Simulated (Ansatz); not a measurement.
Z-matrix (Å, degrees):
```
Si
S 1 2.128
H 1 1.483 2 106.8
H 1 1.487 2 111.4 3 119.7
H 1 1.487 2 111.4 3 -119.7
Sn 2 2.408 1 98.6 3 -179.8
H 6 1.700 2 105.1 1 180.0
H 6 1.705 2 108.7 1 60.1
H 6 1.705 2 108.7 1 -60.1
```

Charge 0, multiplicity 1. Sn: def2 effective core potential.

(1) List the PBE/def2-TZVPP orbital energies in eV (the Gaussian-basis code of Ansatz). (Estimate.)

Results:

(1) Computed: Occupied: -2395.56, -1780.06, -208.52, -154.64, -154.59, -154.45, -137.76, -133.60, -94.53, -94.47, -94.47, -89.58, -89.49, -89.48, -26.04, -25.99, -25.97, -25.87, -25.87, -17.67, -13.30, -12.62, -9.05, -8.89, -8.76, -8.22, -7.93, -7.41, -6.15. Lowest empty: -1.59, -0.83, -0.54, -0.28, -0.04, 0.63, 0.70, 1.52.
